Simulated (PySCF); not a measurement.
Rows and methods have been separated. Pair them.

C8H8.
InChI=1S/C8H8/c1-2-8-6-4-3-5-7-8/h2-7H,1H2

The closed-shell ground state was solved 4 times with PySCF (density fitting, gas phase), always in the pcSseg-1 basis (176 functions), with these functionals: B3LYP, OPBE, PBE0 and wB97X-D. Isolated species at its PBE0-D3(BJ)/def2-SVP geometry (one conformer only).

```tsv
row	total energy (Eh)	HOMO (eV)	LUMO (eV)	dipole (D)
P	-309.4721	-5.67	-1.89	0.14
Q	-309.2302	-6.62	-1.12	0.15
R	-309.6200	-6.39	-1.28	0.17
S	-309.4929	-8.33	0.57	0.14
```

Task: Which functional belongs to which row?

Result: P = OPBE, Q = PBE0, R = B3LYP, S = wB97X-D. By rising HOMO–LUMO gap: OPBE (GGA) 3.78 eV; B3LYP (global hybrid, 20 % exact exchange) 5.11 eV; PBE0 (global hybrid, 25 % exact exchange) 5.50 eV; wB97X-D (range-separated hybrid) 8.90 eV. Total energies of different functionals aren't bounds to one another; each is stationary for its own functional.

The values belong to the conformer `[CH2:1]=[CH:2][c:3]1[cH:4][cH:5][cH:6][cH:7][cH:8]1`: C1–C2–C3–C4 0°.

Note: wB97X-D ran without an empirical dispersion term, which enters the total energy and its gradient alone.
